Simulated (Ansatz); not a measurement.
Si4O, relaxed as a singlet with RKS PBE0-D4/def2-SVP in Ansatz, starting from the GFN2-xTB geometry. Force threshold 0.02 eV/Å.

The structure comes from a short search, and lower isomers may exist.

Start:

```xyz
5

O    -1.044    0.975   -2.541
Si   -1.913   -0.057   -1.824
Si    2.684   -0.069    2.809
Si   -0.701   -0.513    0.072
Si    0.974   -0.335    1.484
```

Question: Estimate the energy that the relaxation releases and the steps that it takes.

Answer: 360.5 kJ/mol, in 27 steps; 16 s on 4 threads of Intel Xeon 6975P-C on a shared host. No frequencies were taken in this run, so the end may be a saddle point.

Question: Does the start keep its bonding and symmetry?

Answer: Bonds formed: O1–Si4, Si2–Si3, Si3–Si4 (atoms count from 1). The end is the same structure that another start reached, the lowest one found. Point group Cs at the start, Cs at the end, both within 0.05 Å.

Question: Predict the relaxed structure.

Answer: 
```xyz
5

O    -0.9553    0.3362   -1.5012
Si   -1.7481   -0.6174   -0.3178
Si    0.1393   -0.6857    1.4784
Si    0.4474    0.4764   -0.5452
Si    2.1167    0.4905    0.8857
```
Bond lengths: 5 × Si–Si 2.20 to 2.61 Å; 2 × O–Si 1.70 to 1.71 Å.
